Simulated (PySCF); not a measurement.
GaH2I, SMILES [GaH2][I]. Atoms are numbered in the order given.

```xyz
4

Ga     0.0000     0.0000     1.5324
H      0.0000    -1.4035     2.2114
H      0.0000     1.4035     2.2114
I      0.0000     0.0000    -0.9798
```
Charge 0, spin multiplicity 1.

Geometry: B3LYP-D3(BJ)/def2-TZVP. The def2 effective core potentials stand for the cores of I; spin–orbit coupling is left out.

The numbers are results of C-PCM-B3LYP/def2-SVP (PySCF 2.14.0), not measurements.

The values are the electrostatic part of the solvation free energy, E(continuum) − E(gas) at the gas-phase geometry, in a cavity of scaled van der Waals radii (PySCF's table); cavitation and dispersion terms are not included. A continuum can't describe solvent molecules that bind to the metal. In vacuum the orbital gap is 4.88 eV. The dipole moment in vacuum is 1.55 D.

| solvent | ε | ΔG(elec) (kcal/mol) | dipole (D) | gap (eV) |
|---|---|---|---|---|
| water | 78.36 | -3.1 | 2.37 | 5.40 |
| chloroform | 4.71 | -2.4 | 2.16 | 5.28 |
| benzene | 2.27 | -1.6 | 1.95 | 5.15 |
